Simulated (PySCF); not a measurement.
## SbCl and its ions

M06-2X; PySCF, scalar-relativistic core potentials, basis sets Sb def2-TZVPPD with ECP28, Cl def2-TZVPPD. Neutral (UKS): triplet (π ↑↑), Re = 2.360 Å, ωe = 366 cm⁻¹, De = 2.99 eV, HOMO -7.48 eV, LUMO -2.35 eV.

SbCl⁻ (UKS): doublet (π ↑), Re = 2.512 Å, ωe = 272 cm⁻¹, De = 0.49 eV to Sb + Cl⁻. The energies at the minima are -700.39780 hartree for SbCl and -700.43936 for SbCl⁻.

(1) Work out the adiabatic electron affinity, without and with harmonic zero-point energies (1 hartree = 27.2114 eV, 1 eV = 8065.5 cm⁻¹), and the change of the bond length.

Weak bonds: SbCl⁻. Basis-set superposition, not corrected here, can be much of De in a small basis, most of all at correlated wavefunction levels. Spin–orbit coupling is left out, which matters for elements this heavy, above all for dissociation energies. For an ion De counts to the pair picked by the measured ionisation energies or electron affinities, which need not be the lowest pair at this level. States were picked by a PBE0 search and need not be the measured ground states.

Answers

(1) At M06-2X: 0.04156 hartree = 1.131 eV between the minima; the zero-point term (366.0 − 272.0)/2 cm⁻¹ = +0.006 eV makes it 1.137 eV. Re changes by +15.2 pm against the neutral. The electron enters a π orbital, and the longer bond of the ion fits an antibonding orbital, or a change in how ionic the bond is.
